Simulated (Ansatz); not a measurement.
Basis sets compared for (H2In-mu-AsH2)2 (In₂As₂H₈). The state is a singlet with charge 0. Geometry PBE0-D4/def2-SVP. Ansatz on 2 threads of AMD EPYC 7R13 on a shared host; times are rough, and most runs start from earlier orbitals.

```xyz
12

In    1.600    0.220    1.328
H     1.939    1.841    1.802
H     2.377   -1.248    1.782
As    1.105    0.166   -1.357
In   -1.599   -0.226   -1.328
H    -1.933   -1.849   -1.798
H    -2.381    1.239   -1.787
As   -1.105   -0.164    1.357
H     1.891   -0.865   -2.130
H     1.560    1.393   -2.110
H    -1.886    0.876    2.122
H    -1.568   -1.383    2.118
```

In the def2 sets In takes a core potential; there is no spin–orbit coupling.

Binding counts from free atoms (In doublet, H doublet, As quartet) in the same basis, without a counterpoise term.

```
           level  functions  energy (Eh)  HOMO (eV)  LUMO (eV)  binding per atom (eV)  wall time
 PBE-D4/def2-SVP        156   -4855.5842      -5.98      -1.57                   2.23      2.7 s
PBE0-D4/def2-SVP        156   -4855.7296      -6.99      -0.91                   2.22      4.9 s
```

**Question.** Estimate the rows for PBE-D4/def2-TZVP, PBE0-D4/def2-TZVP (with forces).

**Answer.** 
```tsv
level	functions	energy (Eh)	HOMO (eV)	LUMO (eV)	binding per atom (eV)	wall time
PBE-D4/def2-TZVP	244	-4856.1600	-6.05	-1.67	2.24	4.8 s
PBE0-D4/def2-TZVP (with forces)	244	-4856.3004	-7.03	-1.02	2.24	16 s
```
